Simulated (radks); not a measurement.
Spherical jellium clusters: N electrons in a uniform positive sphere of charge N and radius rs N^(1/3), rs = 4.79 bohr. Calculated with a radial shooting solver with Libxc functionals: non-relativistic Kohn-Sham, LDA (Slater exchange, Perdew-Wang correlation), spin-polarised, spherical densities. Levels are named by radial order and angular momentum (1s, 1p, 1d, 2s, ...), and open shells are averaged over m.

N = 14, configuration 1s2 1p6 1d(up 5, down 1). This is the lowest configuration that the search found. Occupied and some empty levels:

level    occupation  eigenvalue (eV)  <r> (bohr)
1s up             1          -4.1131       7.348
1s down           1          -3.8745       7.040
1p up             3          -3.4614       8.625
1p down           3          -3.1649       8.575
1d up             5          -2.6243       9.583
1d down           1          -2.3183       9.671
2s up             0          -2.1716       8.050
2s down           0          -2.0324       8.258
1f up             0          -1.6511       10.50
1f down           0          -1.3637       10.70
2p up             0          -1.1524       10.32
2p down           0          -1.0062       10.57

Energy (eV): total -25.1464, kinetic 18.184, external -548.80, Hartree 272.22, exchange-correlation -43.948, background 277.19.

Electron density:

r (bohr)  n(r) (e/bohr^3)
0.830            0.001117
1.75             0.001245
2.68             0.001461
3.60             0.001748
4.53             0.002077
5.45             0.002397
6.37             0.002635
7.30             0.002706
8.22             0.002540
9.14             0.002132
10.1             0.001566
11.0             0.001000
11.9            0.0005546
12.8            0.0002797
13.8            0.0001314
14.7           0.00005827
15.6           0.00002514
16.5           0.00001049
17.5            4.344e-06
18.4            1.777e-06
